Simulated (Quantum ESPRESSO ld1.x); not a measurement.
All-electron atom: Gd IV in [Xe] 4f7. Method: Dirac Kohn-Sham, rPW86 exchange with PBE correlation, spin-unpolarised, spherical densities, point nucleus; open shells fill j = l - 1/2 first; computed with ld1.x of Quantum ESPRESSO 7.5.

X-ray form factor f0, the Fourier transform of the density (f0(0) = 61):

sin(theta)/lambda (1/angstrom),f0 (electrons)
0.05,60.359
0.1,58.546
0.15,55.853
0.2,52.648
0.25,49.278
0.3,45.996
0.4,40.177
0.5,35.437
0.6,31.519
0.8,25.353
1,20.996
1.25,17.518
1.5,15.241
2,11.628
